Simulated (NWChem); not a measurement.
The numbers come from NWChem runs, not from measurements. System: ClGa, charge 0, spin multiplicity 1, at a geometry optimised with B3LYP/def2-SVP. The structure started from a generated list of species.

Job file:

```
start mol
memory heap 100 mb stack 700 mb global 1900 mb
geometry units angstroms nocenter noautoz
  Ga     0.000000     0.000000    -0.790940
  Cl     0.000000     0.000000     1.442303
  symmetry group C2v
end
basis spherical
  * library sto-3g
end
scf
  rhf
  nopen 0
  maxiter 100
  thresh 1e-7
  semidirect memsize 60000000 filesize 0
end
tce
  freeze core 14
  ccsdt
  2eorb
  2emet 13
  thresh 1e-6
  maxiter 100
  tilesize 24
end
task tce energy
```

The output up to the point where the run's verdict is printed (cleaned and shortened):

```
             Northwest Computational Chemistry Package (NWChem) 7.3.0
             --------------------------------------------------------

                                NWChem Input Module
                                -------------------

 Scaling coordinates for geometry "geometry" by  1.889725989
 (inverse scale =  0.529177249)

 Turning off AUTOSYM since
 SYMMETRY directive was detected!

                             Geometry "geometry" -> ""
                             -------------------------

 Output coordinates in angstroms (scale by  1.889725989 to convert to a.u.)

  No.       Tag          Charge          X              Y              Z
 ---- ---------------- ---------- -------------- -------------- --------------
    1 Ga                  31.0000     0.00000000     0.00000000    -0.79094000
    2 Cl                  17.0000     0.00000000     0.00000000     1.44230300

 Effective nuclear repulsion energy (a.u.)     124.8750853458

            Nuclear Dipole moment (a.u.)
            ----------------------------
        X                 Y               Z
 ---------------- ---------------- ----------------
     0.0000000000     0.0000000000     0.0000207870

      Symmetry information
      --------------------

 Group name             C2v
 Group number             16
 Group order               4
 No. of unique centers     2

      Symmetry unique atoms

     1    2


 Summary of "ao basis" -> "" (spherical)
 ------------------------------------------------------------------------------
       Tag                 Description            Shells   Functions and Types
 ---------------- ------------------------------  ------  ---------------------
 *                           sto-3g                   on all atoms

 Summary of "ao basis" -> "ao basis" (spherical)
 ------------------------------------------------------------------------------
       Tag                 Description            Shells   Functions and Types
 ---------------- ------------------------------  ------  ---------------------
 Ga                          sto-3g                  8       18   4s3p1d
[...]
   46   0.0395896821973  -0.0563274884787     2.2     2.2
   47   0.0852031349740  -0.0573074994332     2.2     2.2
   48   0.0479504471130  -0.0592768528917     2.2     2.2
   49   0.1318749419776  -0.0626816362167     2.2     2.2
   50   0.0523482937220  -0.0637339124321     2.2     2.2
   51   0.0385832364727  -0.0586828592355     2.2     2.2
   52   0.0963269374658  -0.0593031121805     2.2     2.2
   53   0.0606323890561  -0.0613492519519     2.2     2.2
   54   0.1499030209978  -0.0647450232840     2.2     2.2
   55   0.0693215083186  -0.0656456963302     2.2     2.2
   56   0.0379198897973  -0.0605368780296     2.2     2.2
   57   0.1076129328461  -0.0608691674115     2.2     2.2
   58   0.0719199362282  -0.0629612550547     2.2     2.2
   59   0.1671011540308  -0.0663432702432     2.2     2.2
   60   0.0840821383713  -0.0670583082600     2.2     2.2
   61   0.0385256473421  -0.0620616969859     2.2     2.2
   62   0.1191668786130  -0.0621156906602     2.2     2.2
   63   0.0806985671454  -0.0642193365477     2.2     2.2
   64   0.1850886236428  -0.0676234032416     2.2     2.2
   65   0.0939560766389  -0.0680866575258     2.2     2.2
   66   0.0395534872235  -0.0634221030820     2.2     2.2
   67   0.1308433558687  -0.0631896528391     2.2     2.2
   68   0.0887503900998  -0.0653003982446     2.2     2.2
   69   0.2029802101133  -0.0687258430936     2.2     2.2
   70   0.1022911645316  -0.0689250673975     2.2     2.2
   71   0.0409289476946  -0.0646853383188     2.2     2.2
   72   0.1429507701204  -0.0641567725802     2.2     2.2
   73   0.0963902692429  -0.0662726572596     2.2     2.2
   74   0.2212732210168  -0.0697192939463     2.2     2.2
   75   0.1094855205079  -0.0696396595440     2.2     2.2
   76   0.0426322105263  -0.0659023425134     2.2     2.2
   77   0.1558294206284  -0.0650612393797     2.2     2.2
   78   0.1039140627635  -0.0671824472852     2.2     2.2
   79   0.2404222736144  -0.0706492804115     2.2     2.2
   80   0.1159049363834  -0.0702723697644     2.2     2.2
   81   0.0446571695255  -0.0671085411802     2.2     2.2
   82   0.1697956301504  -0.0659317989756     2.2     2.2
   83   0.1116060724174  -0.0680609131833     2.2     2.2
   84   0.2607782100373  -0.0715444979175     2.2     2.2
   85   0.1218807602453  -0.0708500634018     2.2     2.2
   86   0.0470080888439  -0.0683279149576     2.2     2.2
   87   0.1851567622590  -0.0667863547617     2.2     2.2
   88   0.1197008154460  -0.0689281619342     2.2     2.2
   89   0.2826383376609  -0.0724223382024     2.2     2.2
   90   0.1276375105917  -0.0713887500200     2.2     2.2
   91   0.0496930367444  -0.0695762882355     2.2     2.2
   92   0.2022110443685  -0.0676352038078     2.2     2.2
   93   0.1283902099420  -0.0697967534781     2.2     2.2
   94   0.3062423685471  -0.0732922667538     2.2     2.2
   95   0.1333063818721  -0.0718975505133     2.2     2.2
   96   0.0527230838927  -0.0708634551023     2.2     2.2
   97   0.2212502267324  -0.0684831928830     2.2     2.2
   98   0.1378235522970  -0.0706739396699     2.2     2.2
   99   0.3317726750932  -0.0741580474551     2.2     2.2
  100   0.1389281799310  -0.0723812328004     2.2     2.2
 ------------------------------------------------------------------------
 ------------------------------------------------------------------------
 ------------------------------------------------------------------------
  current input line :
    27: task tce energy
 ------------------------------------------------------------------------
 ------------------------------------------------------------------------
 This type of error is most commonly associated with calculations not reaching convergence criteria
 ------------------------------------------------------------------------
 For more information see the NWChem manual at https://nwchemgit.github.io

 For further details see manual section:
```

Convergence was not reached. The next line reads: 0:tce_energy: maxiter exceeded:Received an Error in Communication. NWChem stopped with the message: tce_energy: maxiter exceeded 101.
